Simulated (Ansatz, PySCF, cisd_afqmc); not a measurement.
System: SiHF, charge 0, singlet. SiHF (SMILES F[SiH]).
B3LYP-D3(BJ)/def2-TZVP minimum from Ansatz (a quantum-chemistry and plane-wave program):
```xyz
3

Si    -0.2468    -0.3148     0.4521
H     -0.9813    -1.2112    -0.5591
F      0.4929     0.6243    -0.6411
```

Atomisation energy term by term, kcal/mol (programs: Ansatz, cisd_afqmc). Radicals and triplets start from unrestricted determinants; spin-orbit coupling is neglected. Cores are frozen in correlated methods. Rows without X2C or -DK are non-relativistic. The Monte Carlo rows (phaseless AFQMC, CISD trial, step 0.005/hartree) carry one-sigma bars that omit the constraint's bias. Outlying blocks are dropped, and bars are widened where a walk drifts. Over all cases where full CI ran beside it in this data, AFQMC minus full CI had a median of +0.1 mEh and passed +0.4 mEh in a tenth of the cases. CBS(X,Y): correlation extrapolated as X^-3, Hartree-Fock from the larger set (Q,5: extrapolated as (X+1)exp(-9√X)). A bracket is a step between two methods taken in the basis named. '+ core + X2C': CCSD(T) terms for core correlation (cc-pwCVTZ, 1s frozen past Ne) and scalar relativity (cc-pVTZ-DK). For partners of very few electrons the exact lower level stands in for a higher one. The restricted determinant of HFSi (F[SiH], singlet) is unstable towards broken spin symmetry in at least one set run.

| term | basis | kcal/mol |
|---|---|---|
| Hartree-Fock | CBS(cc-pV(Q+d)Z,cc-pV(5+d)Z) | 156.26 |
| CCSD correlation | CBS(cc-pV(Q+d)Z,cc-pV(5+d)Z) | 60.29 |
| (T) | CBS(cc-pV(Q+d)Z,cc-pV(5+d)Z) | 3.84 |
| CCSDT(Q) - CCSD(T) | cc-pV(Q+d)Z | -0.07 |
| CCSDTQ - CCSDT(Q) | cc-pV(D+d)Z | -0.04 |
| core correlation | cc-pwCVTZ | 0.16 |
| scalar relativity | X2C, cc-pVTZ-DK | -0.40 |
| minus zero-point energy | Hessian by PySCF at B3LYP-D3(BJ)/def2-TZVP | -5.22 |
| sum: D0 |  | 214.8 |

The step beyond CCSD(T) by other levels: CCSDTQ in cc-pV(D+d)Z 0.30; AFQMC/CISD in cc-pV(D+d)Z 0.46 ± 0.25; CCSDT(Q) in cc-pV(D+d)Z 0.34; CCSDT(Q) in cc-pV(T+d)Z -0.05 kcal/mol.
